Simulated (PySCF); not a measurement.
## A search over the determinants of HgB⁺

Unrestricted PBE0; PySCF, scalar-relativistic core potentials, basis sets Hg cc-pVDZ-PP with ECP60, B cc-pVDZ. Outer shells of the fragments: Hg 5d10 6s2; B+ 2s2.

Followed along the bond (rough minima from three points):

```
2Ms+1  unpaired  ⟨S²⟩ at the start  R at minimum (Å)  Te (eV)
    1      none               0.00              2.37     0.00
    3  σ ↑, π ↑               2.02  none in the scan   ≤ 1.63
```

Solutions found at the starting distance of 2.290 Å, counted from the lowest of them; the search is not exhaustive and high or unbound solutions are not listed, so other states can lie among these:

```json
{"2Ms+1": "1", "unpaired": "none", "term": "¹Σ⁺", "E (eV)": "0.00", "⟨S²⟩": "0.00", "⟨Lz²⟩": "0.00", "μ (D)": "3.30"}
{"2Ms+1": "3", "unpaired": "σ ↑, π ↑", "term": "³Π", "E (eV)": "1.72", "⟨S²⟩": "2.02", "⟨Lz²⟩": "1.00", "μ (D)": "1.91"}
{"2Ms+1": "1", "unpaired": "σ ↓, π ↑", "term": "mixed", "E (eV)": "2.28", "⟨S²⟩": "1.03", "⟨Lz²⟩": "1.00", "μ (D)": "1.56"}
{"2Ms+1": "3", "unpaired": "σ ↑↑", "term": "³Σ⁺", "E (eV)": "2.36", "⟨S²⟩": "2.00", "⟨Lz²⟩": "0.00", "μ (D)": "5.14"}
{"2Ms+1": "3", "unpaired": "π ↑↑", "term": "³Σ⁻", "E (eV)": "5.02", "⟨S²⟩": "2.27", "⟨Lz²⟩": "0.00", "μ (D)": "0.28"}
{"2Ms+1": "1", "unpaired": "π ↑↓", "term": "mixed", "E (eV)": "5.67", "⟨S²⟩": "1.00", "⟨Lz²⟩": "2.01", "μ (D)": "0.20"}
{"2Ms+1": "1", "unpaired": "none", "term": "mixed", "E (eV)": "6.66", "⟨S²⟩": "0.00", "⟨Lz²⟩": "2.00", "μ (D)": "0.50"}
{"2Ms+1": "3", "unpaired": "π ↑, δ ↑", "term": "mixed", "E (eV)": "8.53", "⟨S²⟩": "2.01", "⟨Lz²⟩": "4.99", "μ (D)": "1.65"}
{"2Ms+1": "1", "unpaired": "π ↑, δ ↓", "term": "mixed", "E (eV)": "8.57", "⟨S²⟩": "1.01", "⟨Lz²⟩": "5.00", "μ (D)": "1.59"}
{"2Ms+1": "3", "unpaired": "π ↑↑", "term": "mixed", "E (eV)": "8.60", "⟨S²⟩": "2.00", "⟨Lz²⟩": "2.01", "μ (D)": "1.78"}
```

A term symbol is given only where ⟨S²⟩ and ⟨Lz²⟩ are close to those of a pure state; real π, δ and φ orbitals otherwise mix terms. A positive dipole points towards B; it is taken about the centre of mass and depends on that origin.

Spin–orbit coupling is left out. Counting both spins, an empty level lies below a filled one in some of these solutions, because spin and occupation are held.
